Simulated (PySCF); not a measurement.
# Computed records: BGeH3NO, CH6BGeO

All values are calculated (PySCF 2.14.0). Calculation on a computer-drawn molecule: the log of a Hartree-Fock and frozen-core CCSD(T) single point meant for a local Hartree-Fock minimum, with one planted fault or none, to be diagnosed. Offsets are logged minus clean, where the clean run is the same molecule without the fault. The reference is restricted for singlets and unrestricted otherwise, and also for a bond in bohr or an excited solution. Adding or removing an electron swaps singlet and doublet. The excited solution moves the top pair (singlet) or top alpha electron (doublet) to the lowest empty orbital. Highest occupied and lowest empty are orbital energies over both spins, largest force is the largest gradient component, triples share is (T) over the correlation energy, the T1 limit is 0.02 restricted and 0.045 unrestricted, electrons count all cores, a negative frequency is imaginary (commonest isotopes), and the dipole is about the centre of nuclear charge; on germanium a core potential holds 10 electrons, which the energies leave out, and 3d is frozen in MP2 and coupled-cluster steps.

Common to all runs: meant multiplicity 1; logged electrons 56; logged SCF converged yes; logged CC converged yes; logged SCF stable within its kind yes; possible faults no fault, one electron removed, one electron added, multiplicity raised by two, geometry at a saddle point, SCF held on an excited solution, minimal basis STO-3G, one bond length entered in bohr, all coordinates scaled.

```json
{"entry": 1, "formula": "BGeH3NO", "logged_structure": {"atoms_angstrom": [["B", -2.4588, -0.0831, 0.6008], ["N", -2.2145, -1.4499, 0.5261], ["Ge", -2.0332, -2.2791, -1.005], ["O", -2.0715, -1.8615, -2.6028], ["H", -2.5785, 0.4533, 1.701], ["H", -2.5723, 0.676, -0.3538], ["H", -1.7708, -3.7893, -0.7552]]}, "given": {"meant_charge": -1, "meant_basis": "aug-cc-pVDZ", "meant_basis_and_core_potential_on_germanium": "aug-cc-pVDZ-PP ECP10MDF", "logged_basis_functions": 128, "logged_spin_squared": 2.0426, "logged_highest_occupied [eV]": 0.012205, "logged_lowest_empty [eV]": 3.3326, "logged_largest_force [hartree/bohr]": 0.10296, "logged_T1_diagnostic": 0.06127, "logged_D1_diagnostic": 0.30737, "logged_triples_share": 0.044499, "logged_dipole_magnitude [debye]": 4.1316, "logged_energy_HF [hartree]": -449.03197, "logged_energy_CCSD(T) [hartree]": -449.64342, "drawn_bonds_atom": [1, 2, 3, 1, 1, 3], "drawn_bonds_other_atom": [2, 3, 4, 5, 6, 7], "drawn_bonds_order": [1, 2, 1, 1, 1, 1]}, "results": {"planted_fault": "multiplicity raised by two", "HF_energy_offset_from_clean_run [kcal/mol]": 72.03, "CCSD(T)_energy_offset_from_clean_run [kcal/mol]": 82.89}, "notes": ["T1 above single-reference limit", "highest electron not bound in this basis"]}
{"entry": 2, "formula": "CH6BGeO", "logged_structure": {"atoms_angstrom": [["B", 0.7055, -1.4531, -1.6407], ["O", 0.2961, -1.1861, -0.3391], ["Ge", 0.1104, -1.0218, 1.3245], ["C", -1.362, 0.0238, 1.9517], ["H", 1.4777, -0.6945, -2.1363], ["H", 0.2448, -2.4151, -2.1687], ["H", 1.1667, -1.7547, 2.116], ["H", -1.9849, -0.6046, 2.5914], ["H", -0.9687, 0.8528, 2.5439], ["H", -1.9275, 0.391, 1.0974]]}, "given": {"meant_charge": 1, "meant_basis": "cc-pVDZ", "meant_basis_and_core_potential_on_germanium": "cc-pVDZ-PP ECP10MDF", "logged_basis_functions": 95, "logged_spin_squared": 2.0417, "logged_highest_occupied [eV]": -12.253, "logged_lowest_empty [eV]": -7.3356, "logged_largest_force [hartree/bohr]": 0.17763, "logged_T1_diagnostic": 0.044312, "logged_D1_diagnostic": 0.26951, "logged_triples_share": 0.027313, "logged_dipole_magnitude [debye]": 4.2313, "logged_energy_HF [hartree]": -433.91426, "logged_energy_CCSD(T) [hartree]": -434.43212, "drawn_bonds_atom": [1, 2, 3, 1, 1, 3, 4, 4, 4], "drawn_bonds_other_atom": [2, 3, 4, 5, 6, 7, 8, 9, 10], "drawn_bonds_order": [1, 1, 1, 1, 1, 1, 1, 1, 1]}, "results": {"planted_fault": "multiplicity raised by two", "HF_energy_offset_from_clean_run [kcal/mol]": 96.72, "CCSD(T)_energy_offset_from_clean_run [kcal/mol]": 113.1}}
```
